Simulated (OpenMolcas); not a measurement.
**Multiconfigurational calculation on Os6+**

Os6+ among 6 point charges of -1.7 e arranged as an octahedron (Oh), 1.82 Å from the ion. With inversion symmetry the input lists one of each pair of outer charges.

Input:

```
&GATEWAY
Coord
1

Os 0.0 0.0 0.0
Basis=ANO-RCC-VTZP
Group=XYZ
NoMove
AngMom=0.0 0.0 0.0
AMFI
XField
3 Angstrom 0
1.820000 0.000000 0.000000 -1.700000
0.000000 1.820000 0.000000 -1.700000
0.000000 0.000000 1.820000 -1.700000
&SEWARD
&RASSCF
FileOrb=start.orb
Symmetry=1
Spin=3
nActEl=2 0 0
Inactive=15 19
Ras2=5 0
CIRoot=10 10 1
SDav=10
CIMx=300
Iter=120 100
PrWF=0.3
OrbListing=Nothing
MaxOrb=0
>>> COPY $Project.JobIph JOB001
&RASSCF
FileOrb=start.orb
Symmetry=1
Spin=1
nActEl=2 0 0
Inactive=15 19
Ras2=5 0
CIRoot=15 15 1
SDav=15
CIMx=300
Iter=120 100
PrWF=0.3
OrbListing=Nothing
MaxOrb=0
>>> COPY $Project.JobIph JOB002
&RASSI
NrOfJobIphs=2 10 15
1 2 3 4 5 6 7 8 9 10
1 2 3 4 5 6 7 8 9 10 11 12 13 14 15
IphNames
JOB001
JOB002
EJob
SpinOrbit
DIPRint=1.0
SOCoupling=1000.0
Subsets=2
Property=9
'ANGMOM' 1 'ANGMOM' 2 'ANGMOM' 3 'MLTPL  1' 1 'MLTPL  1' 2 'MLTPL  1' 3
'AMFI' 1 'AMFI' 2 'AMFI' 3
SOProperty=3
'ANGMOM' 1 'ANGMOM' 2 'ANGMOM' 3
```

A driver script runs the steps one by one and writes start.orb anew before each from the orbitals found so far.

Output, cut to the results:

```
--- SEWARD ---
Basis set label: OS.ANO-RCC...8S7P5D3F2G1H.

      Electronic valence basis set:
      ------------------
      Associated Effective Charge  76.000000 au
      Associated Actual Charge     76.000000 au
      Nuclear Model: Point charge

      Shell  nPrim  nBasis  Cartesian Spherical Contaminant
         s      24       8        X
         p      21       7        X
         d      15       5                 X
         f      11       3                 X
         g       4       2                 X
         h       2       1                 X
                  Relativistic Douglas-Kroll-Hess integrals:
                    - DKH order of Hamiltonian: 2
                    - DKH order of Properties : 0
                  Atomic mean-field integrals
--- RASSCF ---
Wave function specifications:
      -----------------------------

      Number of closed shell electrons          68
      Number of electrons in active shells       2
      Max number of holes in RAS1 space          0
      Max nr of electrons in RAS3 space          0
      Number of inactive orbitals               34
      Number of active orbitals                  5
      Number of secondary orbitals              65
      Spin quantum number                      1.0
      State symmetry                             1
Orbital specifications:
      -----------------------

      Symmetry species                           1   2
                                                ag  au
      Frozen orbitals                            0   0
      Inactive orbitals                         15  19
      Active orbitals                            5   0
      RAS1 orbitals                              0   0
      RAS2 orbitals                              5   0
      RAS3 orbitals                              0   0
      Secondary orbitals                        31  34
      Deleted orbitals                           0   0
      Number of basis functions                 51  53
      Number of CSFs                            10
      Number of root(s) required                10
      Iter CI   SX   CI       RASSCF       Energy    max ROT     max BLB   max BLB  Level Ln srch  Step   QN
          iter iter root      energy       change     param      element    value   shift minimum  type update
 Nr of preliminary CI iterations:   1
      Total energies have been shifted. Add               -17000.00 au
        1   1   11    0  -247.04366169    0.00E+00   3.06E-01*  17  20 2  4.50E-01*  0.00   0.00    SX    NO
        2   1   11    0  -247.44547922   -4.02E-01* -2.51E-02   11  30 2 -2.52E-01*  0.00   0.00    SX    NO
        3   1   11    0  -247.46035586   -1.49E-02* -1.62E-02   13  39 2 -2.15E-01*  0.00   0.00    SX    NO
        4   1   11    0  -247.46871951   -8.36E-03*  1.53E-02   13  39 2  1.82E-01*  0.00   0.00    SX    NO
        5   1   11    0  -247.47419190   -5.47E-03*  6.70E-03   13  39 2 -1.55E-01*  0.00   0.54    LS   YES
        6   1    9    0  -247.48990461   -1.57E-02*  1.04E-03   13  32 2  8.70E-03*  0.00   1.06    QN   YES
        7   1    6    0  -247.48995329   -4.87E-05* -2.04E-04   19  25 2  1.54E-04*  0.00   0.99    QN   YES
        8   1    5    0  -247.48995334   -5.34E-08*  3.91E-05   15  41 2  2.24E-05   0.00   0.84    QN   YES
        9   1    3    0  -247.48995334   -2.91E-09  -8.58E-07   13  32 2  2.27E-06   0.00   1.01    QN   YES
      Convergence after  9 iterations
       10   1    3    0  -247.48995334   -2.55E-11  -8.58E-07   18  24 2  2.70E-07   0.00   1.01    QN   YES
      Natural orbitals and occupation numbers for root  1
      sym 1:   0.064987   0.935013   0.000000   0.064987   0.935013
      Natural orbitals and occupation numbers for root  2
      sym 1:   0.940507   0.940507   0.059493   0.000000   0.059493
      Natural orbitals and occupation numbers for root  3
      sym 1:   0.941870   0.058130  -0.000000   0.941870   0.058130
::    RASSCF root number  1 Total energy: -17247.54384804
::    RASSCF root number  2 Total energy: -17247.54384804
::    RASSCF root number  3 Total energy: -17247.54384804
::    RASSCF root number  4 Total energy: -17247.49879312
::    RASSCF root number  5 Total energy: -17247.49879312
::    RASSCF root number  6 Total energy: -17247.49879312
::    RASSCF root number  7 Total energy: -17247.44701607
::    RASSCF root number  8 Total energy: -17247.44153130
::    RASSCF root number  9 Total energy: -17247.44153130
::    RASSCF root number 10 Total energy: -17247.44153130
...
--- RASSI ---
SPIN-FREE ENERGIES:
  (Shifted by EMIN (a.u.) =     -17247.5438480381)

 SF State       Relative EMIN(au)   Rel lowest level(eV)    D:o, cm**(-1)      L_eff

     1             0.0000000000        0.0000000000              0.0000         2.9
     2             0.0000000000        0.0000000000              0.0000         2.9
     3             0.0000000000        0.0000000000              0.0000         2.9
     4             0.0450549209        1.2260068559           9888.4122         3.0
     5             0.0450549209        1.2260068559           9888.4122         3.0
     6             0.0450549209        1.2260068559           9888.4122         3.0
    11             0.0633629978        1.7241950072          13906.5706         2.7
    12             0.0633629978        1.7241950072          13906.5706         2.7
    13             0.0633629978        1.7241950072          13906.5706         2.7
    14             0.0637136042        1.7337354926          13983.5198         3.0
    15             0.0637136042        1.7337354926          13983.5198         3.0
     7             0.0968319639        2.6349319711          21252.1596         3.0
     9             0.1023167406        2.7841803481          22455.9289         1.1
    10             0.1023167406        2.7841803481          22455.9289         1.1
     8             0.1023167406        2.7841803481          22455.9289         1.1
    16             0.1197238429        3.2578517332          26276.3463         3.5
    17             0.1197238429        3.2578517332          26276.3463         3.5
    18             0.1197238429        3.2578517332          26276.3463         3.5
    19             0.1201043163        3.2682049412          26359.8505         3.7
    20             0.1302340277        3.5438484309          28583.0652         4.0
    21             0.1302340277        3.5438484309          28583.0652         4.0
...
```

Spin-orbit levels above the lowest (labels of O, the rotations of Oh):

```json
{"E (cm-1)": "0.0", "Degeneracy": "2", "Label": "E", "2S+1": "3"}
{"E (cm-1)": "1390", "Degeneracy": "3", "Label": "T2", "2S+1": "3"}
{"E (cm-1)": "10101", "Degeneracy": "3", "Label": "T1", "2S+1": "3"}
{"E (cm-1)": "13672", "Degeneracy": "1", "Label": "A1", "2S+1": "3"}
{"E (cm-1)": "14349", "Degeneracy": "3", "Label": "T2", "2S+1": "3 (84 %)"}
{"E (cm-1)": "16574", "Degeneracy": "1", "Label": "A2", "2S+1": "3"}
{"E (cm-1)": "21149", "Degeneracy": "2", "Label": "E", "2S+1": "1 (69 %)"}
{"E (cm-1)": "21278", "Degeneracy": "3", "Label": "T1", "2S+1": "3"}
{"E (cm-1)": "22602", "Degeneracy": "2", "Label": "E", "2S+1": "3 (90 %)"}
{"E (cm-1)": "23823", "Degeneracy": "3", "Label": "T2", "2S+1": "1 (57 %)"}
{"E (cm-1)": "24600", "Degeneracy": "1", "Label": "A1", "2S+1": "3"}
{"E (cm-1)": "29074", "Degeneracy": "3", "Label": "T2", "2S+1": "3 (59 %)"}
{"E (cm-1)": "29395", "Degeneracy": "3", "Label": "T1", "2S+1": "3"}
{"E (cm-1)": "36146", "Degeneracy": "2", "Label": "E", "2S+1": "3 (71 %)"}
{"E (cm-1)": "36543", "Degeneracy": "3", "Label": "T2", "2S+1": "3 (81 %)"}
{"E (cm-1)": "37364", "Degeneracy": "1", "Label": "A1", "2S+1": "1"}
{"E (cm-1)": "39206", "Degeneracy": "3", "Label": "T1", "2S+1": "1"}
{"E (cm-1)": "41024", "Degeneracy": "3", "Label": "T2", "2S+1": "1 (57 %)"}
{"E (cm-1)": "48952", "Degeneracy": "2", "Label": "E", "2S+1": "1 (86 %)"}
{"E (cm-1)": "71506", "Degeneracy": "1", "Label": "A1", "2S+1": "1"}
```

An orbital triplet at a regular site is open to Jahn-Teller coupling, which can distort the site and quench the lowest spin-orbit gaps and is left out. Without dynamic correlation the repulsion within the d shell is too large (B by tens of per cent), so at a given field states of lower spin stand too high. This field is weak: 10Dq is about 11303 cm-1, while octahedral complexes of 5d ions of charge 3 and more, computed by the same method with explicit ligands, had a median near 35000 cm-1. Ground spin and moment need not be those of a real site. This is an electrostatic model: the charges have no orbitals. No measured value stands beside these numbers.
